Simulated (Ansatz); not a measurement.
Species: P2H5, net charge 1, singlet state. It need not be the lowest isomer of its formula. SMILES: P[PH3+]
Geometry: optimised at B3LYP-D3(BJ)/def2-TZVP (Ansatz, a program for electronic structure).

Wanted: vertical triplet-singlet gap (E(triplet) - E(singlet); each state is the SCF solution reached for its spin), in kJ/mol. Valence correlation only, unless marked. UHF or UKS for open shells. Spin-orbit coupling is left out. No relativistic terms. CBS marks a two-point X^-3 extrapolation of the correlation energy; Hartree-Fock from the larger set. The bracket is a focal-point correction in the basis named.

| level | program | vertical triplet-singlet gap (kJ/mol) |
|---|---|---|
| SVWN5/def2-TZVPD | Ansatz | 484.4 |
| r2SCAN/def2-TZVPD | Ansatz | 465.8 |
| PBE0/def2-TZVPD | Ansatz | (withheld) |
| wB97X-V/def2-TZVPD | Ansatz | 500.8 |
| SCS-MP2/aug-cc-pV(D+d)Z | Ansatz | 509.0 |
| SCS-MP2/def2-TZVPPD | Ansatz | 513.8 |
| RI-MP2/CBS(def2-TZVPPD,def2-QZVPPD)+[CCSD(T)-MP2]/def2-TZVPPD | Ansatz | (withheld) |

Question: Some entries are withheld; supply them.

Answer: 
- PBE0/def2-TZVPD, vertical triplet-singlet gap (kJ/mol): 473.6
- RI-MP2/CBS(def2-TZVPPD,def2-QZVPPD)+[CCSD(T)-MP2]/def2-TZVPPD, vertical triplet-singlet gap (kJ/mol): 502.6
